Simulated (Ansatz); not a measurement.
**Question.** Name a neutral molecule of F, Hf, N and H with size of the dipole moment (PBE/def2-TZVPP) between 1.85 and 2.15 D and zero-point energy (PBE0-D4/def2-TZVP) between 184 and 200 kJ/mol (Ansatz, PBE0-D4/def2-TZVP geometry).

**Answer.** `[NH2][Hf]([NH2])([NH2])[F]` (1.94 D, 198.5 kJ/mol). Other molecules can fit too; these were computed, each in one conformer that needn't be the lowest.
